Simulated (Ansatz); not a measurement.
Ti₂Cl. Charge 0, multiplicity 2. Geometry r2SCAN-D4/def2-TZVP.

```xyz
3

Ti   -1.3920   -1.0520   -1.3097
Ti    0.5782   -0.5826    0.5012
Cl    0.8138    1.6346    0.8085
```

The 6-31G sets use Cartesian d functions. At HF/6-31G, HF/def2-TZVP, PBE-D4/def2-TZVPD, r2SCAN-D4/def2-TZVPD and others the charge 0 doublet is spin-contaminated (final ⟨S²⟩ up to 3.22, 0.75 for a pure state). The structure comes from a short search, and lower isomers may exist.

Question: Estimate the α-spin orbital energies around the gap (eV) in Ansatz with HF/6-31G, HF/def2-TZVP, PBE-D4/def2-TZVPD, r2SCAN-D4/def2-TZVPD, PBE0-D4/def2-TZVP.

Answer: 
```
orbital  HF/6-31G  HF/def2-TZVP  PBE-D4/def2-TZVPD  r2SCAN-D4/def2-TZVPD  PBE0-D4/def2-TZVP
 HOMO−5    -12.48        -11.30              -7.17                 -7.37              -8.24
 HOMO−4    -12.30        -11.29              -7.17                 -7.36              -8.22
 HOMO−3    -11.83         -8.74              -4.80                 -4.94              -5.33
 HOMO−2    -10.72         -8.59              -3.75                 -3.93              -4.70
 HOMO−1    -10.58         -8.07              -3.74                 -3.88              -4.64
   HOMO     -8.27         -6.50              -3.52                 -3.76              -4.59
   LUMO      0.29          0.38              -3.05                 -2.42              -1.90
 LUMO+1      0.35          1.69              -2.72                 -2.13              -1.10
 LUMO+2      0.67          1.84              -2.52                 -2.08              -0.91
 LUMO+3      1.31          2.17              -2.29                 -1.97              -0.83
 LUMO+4      1.91          2.80              -2.25                 -1.86              -0.66
 LUMO+5      2.34          3.08              -2.12                 -1.53              -0.39
 β HOMO     -5.36         -6.30              -3.64                 -4.02              -5.01
 β LUMO      0.06          0.28              -2.98                 -2.58              -1.77
```
